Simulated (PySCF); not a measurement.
**Radial density of Sc²⁺ (scandium, charge +2)**

M06-L, [Ar] 3d1, 2D determinant. Calculation: PySCF 2.14, in pcseg-2; no relativity, point nucleus.

```tsv
r (bohr)	4πr²ρ (e/bohr)	4πr²(ρα − ρβ)
0.00143	0.1503	0.0000
0.00241	0.4084	0.0000
0.00405	1.078	0.0000
0.00682	2.716	0.0000
0.0115	6.321	0.0000
0.0193	12.89	0.0001
0.0325	21.14	0.0002
0.0546	24.63	0.0004
0.0918	19.67	0.0017
0.154	20.60	0.0079
0.260	25.94	0.0407
0.437	12.07	0.1879
0.735	7.803	0.4980
1.24	7.062	0.5784
2.08	1.199	0.2829
3.50	0.05645	0.0449
5.88	0.0004127	0.0004
```
